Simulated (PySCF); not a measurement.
## Structure elucidation problem

Molecular formula: C$_{4}$H$_{11}$F$_{3}$Si$_{3}$. Simulated spectra:

1H NMR (400 MHz, computed): δ 6.16 (m, 1H), 5.64 (m, 1H), 4.75 (m, 1H), 4.40 (m, 1H), 4.24 (m, 1H), 4.16 (m, 1H), 3.92 (m, 1H), 3.90 (m, 1H), 1.91 (m, 1H), 1.38 (m, 1H), 1.19 (m, 1H).

13C{1H} NMR (computed): δ 127.3 (CH), 79.1 (CH), 33.0 (CH), 8.9 (CH2).

All values are calculated (PySCF): shieldings: GIAO PBE0/pcSseg-1, structure optimised with GFN2-xTB. In vacuum, no relativistic terms, one conformer.

δ = σ(ref) − σ, references computed at the same level: 1H (σref 31.72), 13C (σref 186.93) vs TMS.

Question: What is the structure?

Answer: 
Rings plus π bonds: 1 (1 ring in the answer). 4 carbon signals for 4 carbons: no two carbons are equivalent. Carbon types of the structure: 3 × CH, 1 × CH2, leaving 6 H on heteroatoms. δC 127.3: sp3 CH bonded to 2 F; 2 electronegative neighbours deshield it. δC 79.1: sp3 CH bonded to F and 2 Si; pulled downfield by the heteroatom. δC 33.0: sp3 CH bonded to Si. δC 8.9: sp3 CH2 bonded to Si; an electropositive neighbour leaves it electron-rich and shielded. δH 6.16: hydrogen on an sp3 CH bonded to 2 F; its carbon carries F, which withdraws density. δH 5.64: hydrogen on an sp3 CH bonded to F and 2 Si; its carbon carries F, which withdraws density. δH 1.91: hydrogen on an sp3 CH bonded to Si.

Structure: `FC(F)[C@@H]1C[SiH2][SiH2][C@@H](F)[SiH2]1`.

This is the structure that produced the data.

Splittings by 19F in the carbon and heteronuclear signals aren't shown, as no couplings were computed. Shifts are as computed. Against solution values, carbons near 30 ppm lie about +3 ppm off and those near 130 ppm about +5 ppm. Of 1211 compounds with measured shifts, 218 miss one by over three times the rms of a fit or turn the order of signals round; such compounds aren't used in these exercises. No couplings were computed; multiplicities are counted from neighbouring protons, with m where these are inequivalent, close in shift, in a saturated or five-membered ring or joined by F or P, and br s for small geminal =CH2 splittings.
